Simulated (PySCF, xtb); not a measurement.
C3H6BFO, SMILES FCB1CCO1.

xtb 6.7.1 with GFN2-xTB at its own geometry gives an orbital gap of 5.36 eV and a dipole moment of 2.27 D.

Coordinates come from a PBE0-D3(BJ)/def2-SVP optimisation. The structure was generated by enumeration, and PubChem lists no compound with its InChIKey, so it may never have been made. The values are those of a single conformer.

What does PBE/def2-TZVP (PySCF) give? (An estimate is asked for; the answer gives what the named calculation found.)

gap 5.83 eV (levels -6.77 and -0.94 eV), dipole 1.53 D.
